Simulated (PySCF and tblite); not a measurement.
C₆H₁₂O₂, numbered as in [CH3:1][O:2][C:3](=[O:4])[C:5]([CH3:6])([CH3:7])[CH3:8].

Conformers came from 90 starts (ETKDG and KDG, MMFF94s, GFN2-xTB); geometries are PBE0-D3(BJ)/def2-SVP. Free energies are CAM-B3LYP-D3(BJ)/def2-SVPD (IEF-PCM, chloroform) single points with GFN2-xTB rigid-rotor and vibrational terms (modes under about 100 cm⁻¹ blended into free rotors). Symmetry numbers and mirror images are counted. Conformers within 3 kcal/mol (GFN2-xTB free energy) were kept, 8 at most. GIAO shieldings: wB97X-D/pcSseg-1 (IEF-PCM, chloroform). Shifts are against TMS (¹H), TMS (¹³C) at the same level. Codes: tblite and PySCF.

Torsions listed: C1–O2–C3–O4, O2–C3–C5–C6.

```
conformer    shape  weight %  dipole D
        1  0°, 58°     100.0      2.38
```

How do the computed shifts compare with measured ones?


```
nucleus    signal  leading conformer  average  measured                                          medium
     ¹H  H6/H7/H8               1.17     1.17       1.2  not stated per compound (mostly CDCl3 or CCl4)
    ¹³C        C5               40.1     40.1      38.7  not stated per compound (mostly CDCl3 or CCl4)
    ¹³C  C6/C7/C8               29.1     29.1      27.3  not stated per compound (mostly CDCl3 or CCl4)
```

Measured values: Pretsch, Buehlmann, Badertscher, Structure Determination of Organic Compounds, 4th ed. (2009). Mean difference for ¹³C: 1.60 ppm, scatter 0.20 ppm. The computed shifts are unscaled and lack vibrational corrections.
